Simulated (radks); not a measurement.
The numbers below are computed, except where a source is named.
Task: These are the eigenvalues of the occupied orbitals of an atom or ion with whole-number occupations (eV). Level of theory: non-relativistic Kohn-Sham, PBEsol, spin-polarised, spherical densities, point nucleus (a radial shooting solver on a logarithmic mesh with Libxc functionals).

orbital  eigenvalue
1s down   -44040.06
1s up     -44040.06
2s up     -6967.188
2s down   -6967.117
2p up     -6617.709
2p down   -6617.669
3s up     -1530.339
3s down   -1527.942
3p up     -1376.030
3p down   -1373.837
3d up     -1088.224
3d down   -1086.625
4s up     -310.0313
4s down   -305.1671
4p up     -250.7039
4p down   -245.8441
4d up     -145.5050
4d down   -140.6649
5s up      -52.0588
5s down    -49.7132
5p up      -36.2020
5p down    -34.3601
4f up      -20.1066

Which element is it, and in what charge state? The configuration may be excited. Open shells, if any, are filled with parallel spins first.

Result: Z = 62, samarium, charge +2: Sm2+ in [Xe] 4f6. The list shows which subshells hold electrons but not how many an open one holds; the 1s level, -1618.4 hartree, gives Z - s = 56.9 by -(Z - s)^2/2, which with screening narrows Z to a few neighbours, and the depths of the outer levels then fix element, charge and occupations together.
